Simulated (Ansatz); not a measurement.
Cartesian coordinates in Å:
```
N -0.084 -0.895 -0.646
C 0.451 0.450 -0.287
Al -1.542 0.286 -0.068
C 1.275 0.391 0.892
O 1.414 -0.619 1.559
H 0.316 -1.558 0.022
H 0.102 -1.183 -1.597
H 0.791 1.059 -1.119
H -2.098 -0.076 1.364
H -2.377 0.800 -1.311
H 1.752 1.344 1.190
```

Charge 0, multiplicity 1. The bonds changed during the relaxation, so this is another structure than the one it started from.

(1) List the r2SCAN/def2-TZVPP orbital energies in eV (the Gaussian-basis code of Ansatz). (An estimate is asked.)

Results:

(1) Ansatz gave: Occupied: -1516.68, -515.29, -386.99, -275.20, -273.92, -110.20, -70.48, -70.40, -70.30, -27.32, -24.79, -18.82, -15.08, -14.58, -12.85, -11.70, -10.93, -10.22, -9.58, -8.58, -7.39, -6.50, -6.06. Lowest empty: -1.24, -0.44, 0.39, 1.11, 1.65, 1.97, 2.38, 2.85.
